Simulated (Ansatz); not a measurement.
Input for Ansatz (a quantum-chemistry and plane-wave program): U-wB97X-V/def2-TZVPP on C3H2 (SMILES [CH]C#C), 2S+1 = 1, a spin state set in the input, which need not be the lowest, at the other state's geometry.

Ansatz 0.2 input:
```yaml
crystal:
  periodic: [false, false, false]
  atoms:
    - {symbol: C, position_ang: [-1.22982616, -0.26597044, -0.14492233]}
    - {symbol: C, position_ang: [-0.00060308, 0.00653588, -0.00585868]}
    - {symbol: C, position_ang: [1.23212629, 0.24104288, 0.16726705]}
    - {symbol: H, position_ang: [-2.23521127, -0.47809025, -0.41479841]}
    - {symbol: H, position_ang: [2.22502897, 0.58844029, 0.31588214]}
basis:
  gaussian:
    orbitals: def2-TZVPP
hamiltonian:
  xc: {name: wB97X-V}
magnetization: {spin_polarized: true, initial_magnetization: 0}
```

The head of its log:

```
WARN ansatz: RAYON_NUM_THREADS=2 ignored (pool sized by the plan → 2); use --threads N
Functional definition: wB97X-V
integrals: 0.04 GiB planned
658 factors; their error is unknown
integrals: 0.07 GiB planned
159 factors; integrals over basis functions are off by at most 8.0e-6 eV
mean field: 0.53 GiB planned
mean field evaluation 1: about -3135.3137 eV, gradient 2.0e1 eV
mean field evaluation 2: about -3136.6132 eV, gradient 1.2e1 eV
```

**Question.** What total energy does the run end on?

**Answer.** -115.3206 hartree. Its determinant has ⟨S²⟩ = 1.04, a mixture of spin states.
